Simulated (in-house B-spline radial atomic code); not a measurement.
A calculation on Sr: its settings, and results tabulated from the run. Method: non-relativistic PBE0, spin-polarised, spherical fractional occupations, point nucleus, inside a hard spherical wall at 2.34 bohr. Calculated with a B-spline radial code for spherical atoms.

Command:
```bash
python run_scf.py task.json out
```
Settings:
```
Z                38
configuration    [Ne] 3s2 3p5 3d10 4s2 4p6 5s2 5d1
hamiltonian      nr
method           pbe0
spin_polarised   True
wall_radius      2.34
```

Output (hartree, bohr):
```
 radial grid: 40 intervals, B-splines of order 8, outer radius 2.34 bohr

 iter        energy (Eh)    residual
    1       -3107.860147    4.78e-01
    2       -3108.378816    1.09e-01
    3       -3108.520697    2.56e-02
    4       -3108.525058    8.89e-03
    5       -3108.525283    1.95e-03
    6       -3108.525323    5.82e-04
    7       -3108.525328    9.59e-06
    8       -3108.525328    2.45e-07

 total energy                     -3108.52533
 kinetic                            3160.9619
 electron-nucleus                  -7516.0942
 Hartree                            1351.0016
 exact exchange                      -25.3388
 exchange-correlation                -79.0559

 orbital      occ     eigenvalue          <r>       <r^2>       <1/r>     <1/r^2>       <r^4>       r_max
 1s up      1.000      -575.1121    0.0401822  0.00216157     37.4918     2824.26 1.18614e-05     0.02656
 1s down    1.000      -575.0679    0.0401799  0.00216132     37.4935     2824.48 1.18587e-05     0.02656
 2s up      1.000       -76.4045     0.176905   0.0368223     8.38261     286.422  0.00232711      0.1492
 2s down    1.000       -76.3560     0.176853   0.0367951     8.38387     286.459  0.00232209      0.1492
 2p up      3.000       -69.4528     0.152266   0.0282949     8.36055     95.0868  0.00159198      0.1178
 2p down    3.000       -69.3860     0.152278   0.0282964     8.35932     95.0568  0.00159147      0.1179
 3s up      1.000       -11.1107     0.501056    0.287955      2.8436     49.6656    0.129831      0.4448
 3s down    1.000       -10.9449     0.501786    0.288828      2.8378     49.4221    0.130765       0.445
 3p up      3.000        -8.5433       0.5013    0.293125     2.73702     16.1136    0.142503      0.4342
 3p down    2.000        -8.2947     0.502819    0.295034     2.72869     16.0215    0.144749      0.4349
 3d up      5.000        -3.9062     0.494965    0.298139     2.51759     8.14214    0.180221      0.3761
 3d down    5.000        -3.7899     0.496297    0.300151     2.51398     8.12721    0.183578       0.376
 4s up      1.000        -0.4036      1.24477     1.70203     1.05409       8.411     3.77695       1.194
 4s down    1.000        -0.3712      1.24789     1.70933     1.04981     8.31895      3.8009       1.202
 4p up      3.000         0.3708      1.29579      1.8396    0.997783     2.81908     4.34473       1.276
 4p down    3.000         0.4027      1.29826     1.84575    0.995652     2.80909     4.36585       1.285
 5s up      1.000         3.9298      1.41178     2.29525     1.07401     11.2671     7.27239       1.817
 5s down    1.000         3.9946      1.40884     2.28777     1.07775     11.3407     7.24231       1.817
 5d up      1.000         5.9001      1.31739     2.07851     1.13694     2.60256     6.52284        1.87
```

Run time, properties included: 0.12 s on 1 thread of Arm Neoverse V1, with other jobs on the host.

Caution: exact exchange at fractional occupations of open shells leaves self-interaction of up to several eV.
